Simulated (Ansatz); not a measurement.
One change: `C[As]([SiH3])C(C)(C)C` becomes `CC(C)(C)[N]([SiH3])[GeH3]`.

Ansatz, PBE0-D4/def2-TZVP geometries, multiplicity 1. 

Scalar relativity is left out up to krypton.

| property | `C[As]([SiH3])C(C)(C)C` |
| --- | --- |
| HOMO energy (PBE0/def2-TZVPP) / eV | -6.48 |
| LUMO energy (PBE/def2-TZVPP) / eV | -0.54 |
| HOMO energy (ωB97M-V/def2-TZVPP) / eV | -8.58 |
| size of the dipole moment (PBE/def2-TZVPP) / D | 1.34 |
| LUMO energy (PBE0/def2-TZVPP) / eV | 0.26 |
| HOMO–LUMO gap (PBE0/def2-TZVPP) / eV | 6.74 |

Q: What does the change do to each property? (Best estimate.)

A: The calculation gave: 
```tsv
property	`CC(C)(C)[N]([SiH3])[GeH3]`	shift
HOMO energy (PBE0/def2-TZVPP) / eV	-6.71	-0.23
LUMO energy (PBE/def2-TZVPP) / eV	-0.51	0.03
HOMO energy (ωB97M-V/def2-TZVPP) / eV	-8.98	-0.40
size of the dipole moment (PBE/def2-TZVPP) / D	1.36	0.02
LUMO energy (PBE0/def2-TZVPP) / eV	0.35	0.09
HOMO–LUMO gap (PBE0/def2-TZVPP) / eV	7.05	0.31
```

With PBE0 the HOMO falls by 0.23 eV and the LUMO rises by 0.09 eV, so the gap widens by about 0.32 eV. PBE moves the HOMO by 0.05 eV and ωB97M-V by -0.40 eV. Dipoles are sizes alone; their direction can turn.

Positive LUMOs are unbound, so they and the gaps depend on the basis.
